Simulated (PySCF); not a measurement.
PySCF input (TPSSh/def2-TZVPD):

```python
from pyscf import gto, scf, dft

mol = gto.M(
    atom='''
    Ge    0.00169602   -0.21390905    0.00025442
    O     0.01459083   -1.84025593    0.00218880
    O     0.80149569    1.35440922    0.01824736
    O    -0.82287059    1.34148290   -0.02145385
    ''',
    basis='def2-tzvpd',
    charge=0,
    spin=0,
    verbose=4,
)

mf = dft.RKS(mol, xc='tpssh').density_fit(auxbasis='def2-universal-jkfit')
mf.grids.level = 3
mf.conv_tol = 1e-9
mf.max_cycle = 100
mf.max_memory = 1500
mf.kernel()
if not mf.converged:
    mf = mf.newton()
    mf.kernel(mf.make_rdm1())
mf.analyze()
```

End of the output:

```
Extra cycle  E= -2302.60354652016  delta_E= 1.91e-10  |g|= 3.1e-05  |ddm|= 2.65e-05
converged SCF energy = -2302.60354652016
**** SCF Summaries ****
Total Energy =                       -2302.603546520157124
Nuclear Repulsion Energy =             278.615739015080067
One-electron Energy =                -3758.465912854442195
Two-electron Energy =                 1177.246627319204890
Two-electron Coulomb Energy =         1281.926852257642850
DFT Exchange-Correlation Energy =     -104.680224938437846
HOMO-LUMO gap [eV] =                     4.488986260497805
**** MO energy ****
MO #1   energy= -398.564298155923  occ= 2
MO #2   energy= -49.6743275572495  occ= 2
MO #3   energy= -44.1694409309636  occ= 2
MO #4   energy= -44.1667299269986  occ= 2
MO #5   energy= -44.1629304016816  occ= 2
MO #6   energy= -19.1521420443832  occ= 2
MO #7   energy= -19.1521333428269  occ= 2
MO #8   energy= -19.0939788693843  occ= 2
MO #9   energy= -6.24887366057523  occ= 2
MO #10  energy= -4.42147583270516  occ= 2
MO #11  energy= -4.41532405192399  occ= 2
MO #12  energy= -4.4079996697417   occ= 2
MO #13  energy= -1.26756326601841  occ= 2
MO #14  energy= -1.2529312751892   occ= 2
MO #15  energy= -1.25199028578903  occ= 2
MO #16  energy= -1.24993875452218  occ= 2
MO #17  energy= -1.24864501291641  occ= 2
MO #18  energy= -1.07111364099922  occ= 2
MO #19  energy= -0.938467509687854 occ= 2
MO #20  energy= -0.871999380345798 occ= 2
MO #21  energy= -0.528700849848214 occ= 2
MO #22  energy= -0.448519992310367 occ= 2
MO #23  energy= -0.423839843369392 occ= 2
MO #24  energy= -0.403171921341539 occ= 2
MO #25  energy= -0.372647229696852 occ= 2
MO #26  energy= -0.334298669892361 occ= 2
MO #27  energy= -0.314454842992604 occ= 2
MO #28  energy= -0.296799319529953 occ= 2
MO #29  energy= -0.131832115830793 occ= 0
MO #30  energy= -0.130242112987857 occ= 0
MO #31  energy= -0.0791593843847025 occ= 0
MO #32  energy= -0.0171737786301449 occ= 0
MO #33  energy= 0.0288204696826542 occ= 0
MO #34  energy= 0.0505773071117141 occ= 0
MO #35  energy= 0.0671756914662418 occ= 0
MO #36  energy= 0.0672271671628727 occ= 0
MO #37  energy= 0.0818593700822366 occ= 0
MO #38  energy= 0.0865943921441377 occ= 0
MO #39  energy= 0.0866681526767071 occ= 0
MO #40  energy= 0.0912427813565906 occ= 0
MO #41  energy= 0.0948528316136137 occ= 0
MO #42  energy= 0.141618217180703  occ= 0
MO #43  energy= 0.141856391329705  occ= 0
MO #44  energy= 0.151909573608115  occ= 0
MO #45  energy= 0.169608684897785  occ= 0
MO #46  energy= 0.216597779248629  occ= 0
MO #47  energy= 0.223606490348982  occ= 0
MO #48  energy= 0.234321269118495  occ= 0
MO #49  energy= 0.235830139165527  occ= 0
MO #50  energy= 0.27118180767927   occ= 0
MO #51  energy= 0.291047113244702  occ= 0
MO #52  energy= 0.311135363875047  occ= 0
MO #53  energy= 0.345153096396227  occ= 0
MO #54  energy= 0.350844866251576  occ= 0
MO #55  energy= 0.360795258862728  occ= 0
MO #56  energy= 0.387612489812232  occ= 0
MO #57  energy= 0.392521286854168  occ= 0
MO #58  energy= 0.413236255127477  occ= 0
MO #59  energy= 0.421894092285338  occ= 0
MO #60  energy= 0.424871014686771  occ= 0
MO #61  energy= 0.425175113930206  occ= 0
MO #62  energy= 0.444750697815852  occ= 0
MO #63  energy= 0.458171243444809  occ= 0
MO #64  energy= 0.467610416960365  occ= 0
MO #65  energy= 0.475653096889855  occ= 0
MO #66  energy= 0.48654009590693   occ= 0
MO #67  energy= 0.496289692578784  occ= 0
MO #68  energy= 0.524664049533067  occ= 0
MO #69  energy= 0.539661426079914  occ= 0
MO #70  energy= 0.591875454857387  occ= 0
MO #71  energy= 0.599934267939674  occ= 0
MO #72  energy= 0.612435107977786  occ= 0
MO #73  energy= 0.62619872994585   occ= 0
MO #74  energy= 0.68005777235566   occ= 0
MO #75  energy= 0.734325669709178  occ= 0
MO #76  energy= 0.736546685568238  occ= 0
MO #77  energy= 0.792623304698213  occ= 0
MO #78  energy= 0.807255017680024  occ= 0
MO #79  energy= 0.807566105163114  occ= 0
MO #80  energy= 0.853235351020622  occ= 0
MO #81  energy= 0.890713094676973  occ= 0
MO #82  energy= 0.94029302645453   occ= 0
MO #83  energy= 0.951494332137964  occ= 0
MO #84  energy= 0.978682260774266  occ= 0
MO #85  energy= 0.978687055008433  occ= 0
MO #86  energy= 0.999092054435355  occ= 0
MO #87  energy= 1.00570289831225   occ= 0
MO #88  energy= 1.00672303616671   occ= 0
MO #89  energy= 1.06275179499305   occ= 0
MO #90  energy= 1.06864621074919   occ= 0
MO #91  energy= 1.07905480296799   occ= 0
MO #92  energy= 1.1347811072704    occ= 0
MO #93  energy= 1.17468486910585   occ= 0
MO #94  energy= 1.18018982607181   occ= 0
MO #95  energy= 1.21217216279458   occ= 0
MO #96  energy= 1.21755344046337   occ= 0
MO #97  energy= 1.28593013253414   occ= 0
MO #98  energy= 1.43764167544607   occ= 0
MO #99  energy= 1.50217632178811   occ= 0
MO #100 energy= 1.50837339560974   occ= 0
MO #101 energy= 1.59947658379835   occ= 0
MO #102 energy= 1.74401433553673   occ= 0
MO #103 energy= 1.78457202543213   occ= 0
MO #104 energy= 1.86416771421147   occ= 0
MO #105 energy= 1.88368281129289   occ= 0
MO #106 energy= 1.88896501153335   occ= 0
MO #107 energy= 1.9744065058124    occ= 0
[...]
```
